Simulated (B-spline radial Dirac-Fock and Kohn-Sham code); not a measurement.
## Compton profile of La⁷⁺

System: the La⁷⁺ ion, [Kr] 4d10 5s2 5p2.

The run's input, task.json:

```json
{"items": [{
  "Z": 57,
  "q": 7,
  "cfg": [[1, 0, 2], [2, 0, 2], [2, 1, 6], [3, 0, 2], [3, 1, 6], [3, 2, 10], [4, 0, 2], [4, 1, 6], [4, 2, 10], [5, 0, 2], [5, 1, 2]],
  "A": 139,
  "rrms": 4.855,
  "do": ["scatter"],
  "s": [0.0, 0.07, 0.08, 0.1, 0.12, 0.14, 0.17, 0.2, 0.24, 0.29, 0.35, 0.42, 0.5, 0.6, 0.72, 0.86, 1.03, 1.24, 1.49, 1.79, 2.14, 2.57, 3.09],
  "pz": [0, 0.1, 0.2, 0.3, 0.4, 0.5, 0.6, 0.8, 1.0, 1.2, 1.4, 1.6, 1.8, 2.0, 2.5, 3.0, 4.0, 5.0, 7.0, 10.0, 15.0, 20.0, 30.0, 40.0, 60.0, 100.0],
  "hv_scatter": [1000, 2000, 5000, 17479.3, 20000, 100000, 200000, 1000000]
}]}
```

Launch: `python xray_run.py task.json out`

The computed values come from a radial finite-basis atomic code: the impulse approximation on Dirac-Fock orbitals of the configuration average with a finite nucleus. pz is in atomic units of momentum; subshell profiles are per electron, for a selection of subshells; open shells are spread over both j values by their weights.

```tsv
pz	J total	J 2p3/2	J 3d3/2	J 5p1/2	J 5p3/2
0	5.933	0.0263	0.0463	0.354	0.364
0.1	5.916	0.0263	0.0463	0.354	0.364
0.2	5.866	0.0263	0.0463	0.354	0.363
0.3	5.785	0.0263	0.0463	0.352	0.361
0.4	5.676	0.0263	0.0463	0.348	0.357
0.5	5.544	0.0263	0.0463	0.341	0.349
0.6	5.394	0.0263	0.0463	0.330	0.336
0.8	5.062	0.0263	0.0463	0.293	0.296
1	4.726	0.0263	0.0463	0.240	0.238
1.2	4.418	0.0263	0.0463	0.181	0.176
1.4	4.154	0.0263	0.0463	0.126	0.119
1.6	3.930	0.0263	0.0463	0.0816	0.0756
1.8	3.733	0.0263	0.0463	0.0516	0.0474
2	3.549	0.0262	0.0463	0.0341	0.0319
2.5	3.086	0.0262	0.0462	0.0219	0.0229
3	2.611	0.0262	0.0461	0.0213	0.0220
4	1.825	0.0261	0.0453	0.0119	0.0109
5	1.358	0.0259	0.0436	0.00399	0.00345
7	0.9141	0.0251	0.0368	0.00161	0.00170
10	0.5526	0.0226	0.0229	0.000932	0.000848
15	0.2522	0.0162	0.00740	0.000113	0.000106
20	0.1307	0.00993	0.00214	8.22e-05	8.93e-05
30	0.04542	0.00302	0.000208	4.12e-05	3.78e-05
40	0.01998	0.000880	2.82e-05	1.34e-05	1.09e-05
60	0.005612	9.76e-05	1.21e-06	1.65e-06	1.11e-06
100	0.0008404	3.73e-06	< 1e-6	< 1e-6	< 1e-6
```

J(0) = 5.933. The 5s1/2 subshell gives the largest part, 18 %.

Mean momentum ⟨p⟩ by subshell (a.u.): 1s1/2 53.9, 2s1/2 19.1, 2p1/2 25.5, 2p3/2 23.9, 3s1/2 9.45, 3p1/2 11.3, 3p3/2 10.8, 3d3/2 12.9, 3d5/2 12.7, 4s1/2 4.69, 4p1/2 5.20, 4p3/2 5.01, 4d3/2 5.34, 4d5/2 5.27, 5s1/2 2.16, 5p1/2 2.31, 5p3/2 2.25.
